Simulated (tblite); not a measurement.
Species: C₇H₁₂FPSi.
Numbering: `[CH3:1][C:2]#[C:3][C@@H:4]1[CH2:5][CH2:6][CH2:7][Si@:8]1([F:9])[PH2:10]` (hydrogens: H11, H12, H13 on C1; H14 on C4; H15, H16 on C5; H17, H18 on C6; H19, H20 on C7; H21, H22 on P10)

The geometry is computed with GFN2-xTB (gas phase).

Problem. What internal coordinates does the optimisation give?

Solution. 
```
                  bond  length (bohr)
                 C1–C2          2.735
                 C2≡C3          2.267
                 C3–C4          2.734
                 C4–C5          2.905
                 C5–C6          2.882
                 C6–C7          2.890
                C7–Si8          3.595
                Si8–F9          3.100
               Si8–P10          4.234
                C4–Si8          3.625
C1–H11, C1–H12, C1–H13          2.060
                C4–H14          2.066
                C5–H15          2.064
                C5–H16          2.063
                C6–H17          2.063
                C6–H18          2.062
                C7–H19          2.060
                C7–H20          2.056
      P10–H21, P10–H22          2.617
```

Bonds in one row agree within 0.02 bohr and their mean is given. A selection of angles:
```
     angle  degrees
  C1–C2–C3    178.4
  C2–C3–C4    178.0
  C3–C4–C5    111.2
 C3–C4–Si8    110.7
 C5–C4–Si8    102.9
  C4–C5–C6    108.4
  C5–C6–C7    108.2
 C6–C7–Si8    103.2
 C7–Si8–F9    108.6
C7–Si8–P10    115.7
F9–Si8–P10    113.3
 C4–Si8–C7     94.6
 C4–Si8–F9    108.4
C4–Si8–P10    114.6
```

Torsions: C3–C4–C5–C6 -81° (synclinal); C4–C5–C6–C7 -53° (synclinal); C5–C6–C7–Si8 40° (synclinal); C6–C7–Si8–F9 -126° (anticlinal); C3–C4–Si8–C7 106° (anticlinal).

The 5-membered ring C4–C5–C6–C7–Si8 has internal angles of 94.6° to 108.4°; it is puckered, 0.20 Å rms from its mean plane, widest ring torsion 53°. Si8 (fluorine-bound silicon) has angles from 94.6° to 115.7°. P10 (three-coordinate phosphorus) is pyramidal (angles 93.9°, 93.2° and 92.3°, sum 279.4°, 0.85 Å off the plane of its three neighbours). Of the pairs four or more bonds apart, C3···H17 is among the closest relative to their van der Waals radii: 2.84 Å, 98 % of the sum of Bondi's values. The C–C distances run from 1.199 Å (C2≡C3, drawn triple) to 1.537 Å (C4–C5, drawn single), a spread of 0.338 Å.

Point group: C1 (no symmetry element, even within 0.4 Å). GFN2-xTB frequencies show an imaginary mode (35i cm⁻¹), so the point is no minimum at that level. Torsions: C7–Si8–P10–H 88° and 180°, C3–C4–C5–C6 -81°, C4–C5–C6–C7 -53°, C5–C6–C7–Si8 40°, C6–C7–Si8–F9 -126°. 3 starts were optimised and ended at 0.00, 0.00 and 0.06 kcal/mol (GFN2-xTB); the lowest of these is shown.
